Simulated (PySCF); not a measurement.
C₁₁H₈S₃, SMILES c1c(c(-c2cc3c(s2)ccs3)sc1)C, GFN2-xTB optimised geometry.

```
22

C      1.26    -2.42     0.00
C      2.07    -1.17     0.00
C      3.48    -1.17     0.00
C      4.03     0.07     0.00
S      2.83     1.30     0.00
C      1.55     0.11     0.00
C      0.20     0.56     0.00
C     -0.22     1.87    -0.02
C     -1.62     1.98    -0.01
S     -2.74     3.29    -0.02
C     -4.07     2.17     0.00
C     -3.68     0.87     0.02
C     -2.28     0.75     0.01
S     -1.16    -0.56     0.03
H      0.64    -2.48     0.89
H      0.61    -2.46    -0.87
H      1.92    -3.29    -0.02
H      4.07    -2.07     0.00
H      5.06     0.35     0.00
H      0.46     2.71    -0.03
H     -5.06     2.56     0.00
H     -4.36     0.03     0.04
```

Density from CAM-B3LYP/def2-SVP in PySCF at that geometry.

Minimum of the electron density along straight lines between bonded atoms, close to the bond critical point (lines longer than 1.1 times the sum of covalent radii, or with two minima, are not listed):

| bond | length / Å | ρ at the minimum / e bohr⁻³ | ∇²ρ there / e bohr⁻⁵ | position (fraction from the first atom) |
|---|---|---|---|---|
| C1–C2 | 1.491 | 0.259 | ? | 0.49 |
| C2–C3 | 1.414 | 0.299 | -0.75 | 0.50 |
| C3–C4 | 1.356 | 0.327 | -0.84 | 0.49 |
| C4–S5 | 1.716 | 0.219 | -0.49 | 0.47 |
| C2–C6 | 1.378 | 0.315 | -0.77 | 0.49 |
| S5–C6 | 1.748 | 0.207 | -0.43 | 0.53 |
| C6–C7 | 1.428 | 0.289 | -0.73 | 0.50 |
| C7–C8 | 1.374 | 0.317 | -0.79 | 0.51 |
| C8–C9 | 1.401 | 0.301 | -0.75 | 0.49 |
| C9–S10 | 1.729 | 0.213 | -0.48 | 0.48 |
| S10–C11 | 1.734 | 0.213 | -0.46 | 0.53 |
| C11–C12 | 1.358 | 0.325 | -0.82 | 0.51 |
| C9–C13 | 1.391 | 0.312 | -0.77 | 0.50 |
| C12–C13 | 1.409 | 0.296 | -0.73 | 0.49 |
| C7–S14 | 1.758 | 0.203 | -0.42 | 0.47 |
| C13–S14 | 1.726 | 0.214 | -0.48 | 0.48 |
| C1–H15 | 1.090 | 0.276 | -1.02 | 0.63 |
| C1–H16 | 1.090 | 0.276 | -1.02 | 0.63 |
| C1–H17 | 1.087 | 0.278 | -1.03 | 0.63 |
| C3–H18 | 1.076 | 0.284 | -1.10 | 0.64 |
| C4–H19 | 1.072 | 0.286 | -1.14 | 0.65 |
| C8–H20 | 1.075 | 0.285 | -1.11 | 0.64 |
| C11–H21 | 1.072 | 0.287 | -1.14 | 0.65 |
| C12–H22 | 1.074 | 0.285 | -1.11 | 0.64 |

### Question
Some entries are withheld; supply them.

### Answer

- C1–C2, ∇²ρ there / e bohr⁻⁵: -0.62
